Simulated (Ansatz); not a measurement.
Cost and result for the atomization energy of CH4ClOSi, SMILES `CO[SiH]Cl` radical (8 atoms, 7 bonds).

Z-matrix (Å, degrees):
```
C
O 1 1.412
H 1 1.094 2 111.1
H 1 1.094 2 111.1 3 121.5
H 1 1.090 2 107.8 3 -119.1
Si 2 1.631 1 126.7 3 -65.5
Cl 6 2.068 2 110.5 1 -51.1
H 6 1.489 2 105.4 1 -168.0
```

The species carries charge 0 and has multiplicity 2. All single points use the PBE0-D4/def2-TZVP geometry. It is one conformer, not always the lowest. Program: Ansatz. All runs use 4 threads of an Arm Neoverse V1 on a shared host. Times are those of one run each, without the atoms' runs, and a repeat can differ threefold. Electronic energies, without spin–orbit coupling; frozen cores. CCSD(T)/CBS adds CCSD(T) − MP2 in def2-TZVPP to the MP2 limit, and its time is that of the two runs behind it. T1 = 0.014; ⟨S²⟩ of the reference is 0.76. HSE06 is the plane-wave form, built on full-range PBE exchange.

CCSD(T)/CBS is a level of theory with its own doubt, some kJ/mol a heavy atom from the limit and from the frozen cores, so smaller differences don't rank the functionals.

```json
{"level": "revPBE-D4/def2-TZVPP", "functions": "202", "wall time": "2.4 s", "atomization (kcal/mol)": "662.1", "difference from CCSD(T)/CBS": "-4.6", "per bond": "-0.7"}
{"level": "PBE0-D4/def2-TZVPP", "functions": "202", "wall time": "3.6 s", "atomization (kcal/mol)": "666.2", "difference from CCSD(T)/CBS": "-0.5", "per bond": "-0.1"}
{"level": "BHLYP-D4/def2-TZVPP", "functions": "202", "wall time": "3.7 s", "atomization (kcal/mol)": "646.5", "difference from CCSD(T)/CBS": "-20.2", "per bond": "-2.9"}
{"level": "HSE06-D4/def2-TZVPP", "functions": "202", "wall time": "4 s", "atomization (kcal/mol)": "666.7", "difference from CCSD(T)/CBS": "0.0", "per bond": "0.0"}
{"level": "CAM-B3LYP-D4/def2-TZVPP", "functions": "202", "wall time": "4 s", "atomization (kcal/mol)": "668.8", "difference from CCSD(T)/CBS": "2.1", "per bond": "0.3"}
{"level": "B2PLYP/def2-TZVPP", "functions": "202", "wall time": "4.9 s", "atomization (kcal/mol)": "658.5", "difference from CCSD(T)/CBS": "-8.2", "per bond": "-1.2"}
{"level": "PBE-QIDH/def2-TZVPP", "functions": "202", "wall time": "4.9 s", "atomization (kcal/mol)": "661.7", "difference from CCSD(T)/CBS": "-5.0", "per bond": "-0.7"}
{"level": "CCSD(T)/def2-SVP", "functions": "84", "wall time": "5.5 s", "atomization (kcal/mol)": "619.2", "difference from CCSD(T)/CBS": "-47.5", "per bond": "-6.8"}
{"level": "r2SCAN-D4/def2-TZVPP (with forces)", "functions": "202", "wall time": "6.5 s", "atomization (kcal/mol)": "671.9", "difference from CCSD(T)/CBS": "5.2", "per bond": "0.7"}
{"level": "r2SCANh-D4/def2-TZVPP", "functions": "202", "wall time": "7 s", "atomization (kcal/mol)": "667.2", "difference from CCSD(T)/CBS": "0.5", "per bond": "0.1"}
{"level": "MP2/def2-QZVPP", "functions": "374", "wall time": "16 s", "atomization (kcal/mol)": "672.9", "difference from CCSD(T)/CBS": "6.2", "per bond": "0.9"}
{"level": "CCSD(T)/def2-TZVPP", "functions": "202", "wall time": "3.1 min", "atomization (kcal/mol)": "647.2", "difference from CCSD(T)/CBS": "-19.5", "per bond": "-2.8"}
{"level": "CCSD(T)/CBS(def2)", "functions": "–", "wall time": "3.4 min", "atomization (kcal/mol)": "666.7", "difference from CCSD(T)/CBS": "0.0", "per bond": "0.0"}
```

At CCSD(T), def2-SVP lies −47.5 kcal/mol from the extrapolated value and def2-TZVPP −19.5 kcal/mol: correlation converges slowly with the basis, and small sets miss more of it in the bonded molecule than in its fragments. Leaving LDA and LC-ωPBE aside and taking each functional with its dispersion term where it has one, the values, not all of them listed here, spread over 31.8 kcal/mol, from BHLYP-D4 to PBE-D4. LDA lies +89.6 kcal/mol from PBE without D4, its usual overbinding. In def2-TZVPP, CCSD(T) changes the Hartree–Fock value by +158.4 kcal/mol (the triples alone add +9.9 kcal/mol) and MP2 by +172.3 kcal/mol; breaking electron pairs costs correlation energy, which Hartree–Fock lacks.
